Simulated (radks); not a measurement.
Excited configurations of Cd: one electron is placed in a higher orbital outside [Kr] 4d10 5s1. The ground configuration is [Kr] 4d10 5s2. Method: Dirac Kohn-Sham, PBE, spin-unpolarised, spherical densities, point nucleus; open shells fill j = l - 1/2 first; computed with a radial shooting solver on a logarithmic mesh with Libxc functionals. Excitation = E - E(ground); binding = E(ion) - E, where the ion is the core of charge +1; n* = 1/sqrt(2 binding) in atomic units, and the quantum defect is n - n*.

outer orbital	excitation (eV)	binding (eV)	n*	quantum defect	<r> (bohr)
4f5/2	8.362	0.912	3.863	0.137	17.33
6d3/2	8.243	1.031	3.632	2.368	18.58
6f5/2	8.819	0.455	5.467	0.533	43.99
7p1/2	8.201	1.073	3.561	3.439	19.59
7d3/2	8.587	0.687	4.450	2.550	29.93

The Delta-SCF ionisation energy is 9.274 eV (NIST Atomic Spectra Database: 8.994 eV, measured). Self-interaction in the functional shifts the binding energies and quantum defects, so they are the method's values and not measured ones. Spin polarisation and multiplet splitting are left out, so open shells lie too high by an amount that depends on their filling.

Beside tabulated values, note that spin-unpolarised runs miss the spin-polarisation part of the exchange energy of open shells.
